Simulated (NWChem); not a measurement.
System: CH6F2Si2; SMILES FC(F)([SiH3])[SiH3]

Here is an NWChem input.

```
start job
memory heap 200 mb stack 900 mb global 1100 mb
geometry units angstroms noautosym nocenter noautoz
  F      0.000000    -1.123555    -1.191113
  C      0.000000     0.000000    -0.364122
  F      0.000000     1.123555    -1.191113
  Si     1.664978     0.000000     0.622781
  Si    -1.664978     0.000000     0.622781
  H      1.718393     1.229225     1.483304
  H      1.718393    -1.229225     1.483304
  H      2.790194     0.000000    -0.368805
  H     -2.790194     0.000000    -0.368805
  H     -1.718393     1.229225     1.483304
  H     -1.718393    -1.229225     1.483304
end
basis spherical
  F library sto-3g
  C library sto-3g
  Si library sto-3g
  H library sto-3g
end
dft
  xc b3lyp
  iterations 150
end
property
  response 1 0.0773
end
task dft property
```

Excerpt of the output:

```
             Northwest Computational Chemistry Package (NWChem) 7.3.0
             --------------------------------------------------------

                             Geometry "geometry" -> ""
                             -------------------------

 Output coordinates in angstroms (scale by  1.889725989 to convert to a.u.)

  No.       Tag          Charge          X              Y              Z
 ---- ---------------- ---------- -------------- -------------- --------------
    1 F                    9.0000     0.00000000    -1.12355500    -1.19111300
    2 C                    6.0000     0.00000000     0.00000000    -0.36412200
    3 F                    9.0000     0.00000000     1.12355500    -1.19111300
    4 Si                  14.0000     1.66497800     0.00000000     0.62278100
    5 Si                  14.0000    -1.66497800     0.00000000     0.62278100
    6 H                    1.0000     1.71839300     1.22922500     1.48330400
    7 H                    1.0000     1.71839300    -1.22922500     1.48330400
    8 H                    1.0000     2.79019400     0.00000000    -0.36880500
    9 H                    1.0000    -2.79019400     0.00000000    -0.36880500
   10 H                    1.0000    -1.71839300     1.22922500     1.48330400
   11 H                    1.0000    -1.71839300    -1.22922500     1.48330400

 Effective nuclear repulsion energy (a.u.)     302.6139748578

                              NWChem Property Module
                              ----------------------

                                 NWChem DFT Module
                                 -----------------

 Summary of "ao basis" -> "ao basis" (spherical)
 ------------------------------------------------------------------------------
       Tag                 Description            Shells   Functions and Types
 ---------------- ------------------------------  ------  ---------------------
 F                           sto-3g                  3        5   2s1p
 C                           sto-3g                  3        5   2s1p
 Si                          sto-3g                  5        9   3s2p
 H                           sto-3g                  1        1   1s

            General Information
            -------------------
          SCF calculation type: DFT
          Wavefunction type:  closed shell.
          No. of atoms     :    11
          No. of electrons :    58
           Alpha electrons :    29
            Beta electrons :    29
          Charge           :     0
          Spin multiplicity:     1
          Use of symmetry is: off; symmetry adaption is: off
          Maximum number of iterations: 150
          AO basis - number of functions:    39
                     number of shells:    25
          Convergence on energy requested:  1.00D-06
          Convergence on density requested:  1.00D-05
          Convergence on gradient requested:  5.00D-04

              XC Information
              --------------
                         B3LYP Method XC Potential
                     Hartree-Fock (Exact) Exchange  0.200
                        Slater Exchange Functional  0.800 local
                    Becke 1988 Exchange Functional  0.720 non-local
              Lee-Yang-Parr Correlation Functional  0.810
                  VWN I RPA Correlation Functional  0.190 local

             Grid Information
             ----------------
          Grid used for XC integration:  medium
          Radial quadrature: Mura-Knowles
          Angular quadrature: Lebedev.
          Tag              B.-S. Rad. Rad. Pts. Rad. Cut. Ang. Pts.
          ---              ---------- --------- --------- ---------
          F                   0.50       49          10.0       434
          C                   0.70       49           8.0       434
          Si                  1.10       88          11.0       590
          H                   0.35       45          12.0       434
          Grid pruning is: on
          Number of quadrature shells:   593
          Spatial weights used:  Erf1

      Superposition of Atomic Density Guess
      -------------------------------------

 Sum of atomic energies:        -806.88253428

      Non-variational initial energy
      ------------------------------

 Total energy =    -806.439050
 1-e energy   =   -1736.174447
 2-e energy   =     627.121422
 HOMO         =      -0.077237
 LUMO         =       0.412453

   convergence    iter        energy       DeltaE   RMS-Dens  Diis-err
 ---------------- ----- ----------------- --------- --------- ---------
 d= 0,ls=0.0,diis     1   -810.0836194365 -1.11D+03  5.52D-02  1.02D+00
 d= 0,ls=0.0,diis     2   -809.9969765083  8.66D-02  3.11D-02  1.86D+00
 d= 0,ls=0.0,diis     3   -810.2718521466 -2.75D-01  3.06D-03  2.60D-03
 d= 0,ls=0.0,diis     4   -810.2721968298 -3.45D-04  1.16D-03  1.21D-03
 d= 0,ls=0.0,diis     5   -810.2724392864 -2.42D-04  6.13D-05  1.59D-06
 d= 0,ls=0.0,diis     6   -810.2724396426 -3.56D-07  1.45D-05  9.95D-08
 d= 0,ls=0.0,diis     7   -810.2724396691 -2.65D-08  1.51D-06  9.61D-10

         Total DFT energy =     -810.272439669072
      One electron energy =    -1731.644506993665
           Coulomb energy =      689.440219381493
    Exchange-Corr. energy =      -70.682126914742
 Nuclear repulsion energy =      302.613974857841

[...]

 DFT Linear Response polarizability / au
 Frequency  =       0.0773000 / au
 Wavelength =     589.4353558 / nm
              X              Y              Z
 -----------------------------------------------
 X      37.7099443      0.0000000     -0.0000000
 Y       0.0000000     29.4164749     -0.0000000
 Z      -0.0000000     -0.0000000     29.5794971
 -----------------------------------------------
 Eigenvalues =      37.7099443     29.4164749     29.5794971
 Isotropic   =      32.2353054
 Anisotropic =       8.2131719
 -----------------------------------------------

 Magnetic Dipole Response Matrix (nonzero elements):

 Exiting AOResponse driver routine
```

Level: B3LYP/STO-3G. STO-3G and 3-21G are far too small for this property and stand as cheap habits. Structure relaxed at the PBE-D3(BJ)/def2-SVP level.
